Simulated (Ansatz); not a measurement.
Basis-set extrapolation for `CCC1CCCCC1` (PBE0-D4/def2-TZVP geometry, frozen core, Ansatz). Multiplicity 1, RHF reference.

```tsv
	def2-TZVPP	def2-QZVPP
HF	-312.383693	-312.398024
MP2 correlation	-1.395292	-1.480740
CCSD(T) correlation	-1.535492	not run
```

Energies in hartree. Use E(X) = E(∞) + A·exp(−7.88·√X) for Hartree–Fock and E(X) = E(∞) + B·X^(−2.97) for correlation, with X = 3 and 4, and add CCSD(T) minus MP2 of the smaller set to the MP2 limit.

**Question.** What is the CCSD(T) energy at the basis-set limit?

**Answer.** HF limit: -312.398024 + (-0.014331) × 0.13774 = -312.40000. MP2 limit: -1.480740 + (-0.085448) × 0.74074 = -1.54403. Higher-order term: -1.535492 − (-1.395292) = -0.14020. Total: -314.08423 hartree, 103.6 kcal/mol below CCSD(T)/def2-TZVPP.
